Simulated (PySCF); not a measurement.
## Excitation energy of Nb by level of theory

Nb [Kr] 4d4 5s1 (6D) → Nb [Kr] 4d3 5s1 6s1 (6F), as a difference of total energies. Computed with PySCF 2.14 in aug-cc-pwCVDZ-PP with ECP28MDF (6s6p5d3f, 70 functions), with scalar relativity through the core potential. Correlated levels: valence and next inner shell: nothing frozen outside the core potential. The calculations carry no spin-orbit coupling.

| method | excitation energy (eV) |
| --- | --- |
| UHF | 3.876 |
| MP2 (valence and next inner shell) | 4.655 |
| SCS-MP2 (valence and next inner shell) | 4.295 |
| CCSD (valence and next inner shell) | 4.493 |
| CCSD(T) (valence and next inner shell) | 4.540 |

Question: How much does correlation contribute at CCSD(T) (valence and next inner shell)?

Answer: 4.540 − (3.876) = 0.664 eV, measured against UHF.

The promoted electron is Rydberg-like, and one or two diffuse shells describe it only roughly, which tends to raise the upper state.
